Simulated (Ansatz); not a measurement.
Program: Ansatz 0.2.0.

A structure relaxed at PBE0-D4/def2-TZVP, charge 0, multiplicity 1:

Cartesian coordinates in Å:
```
F -2.0469 0.8481 0.6219
Zr -0.3060 0.1357 0.4542
F 0.9865 1.2643 1.2522
F -0.1582 -1.5591 1.2827
S 0.1556 -0.0801 -1.9331
H 1.3691 -0.6090 -1.6779
```

Question: Give its formula and SMILES.

Answer: F3HSZr, `[F][Zr]([F])([F])[SH]`.

Question: Point group (tolerance 0.08 Å, 0.16 Å for H)?

Answer: Cs.

Question: Summarise the bond lengths by kind.

Answer: 3 × F–Zr 1.888 to 1.892 Å; 1 × S–Zr 2.441 Å; 1 × H–S 1.348 Å.
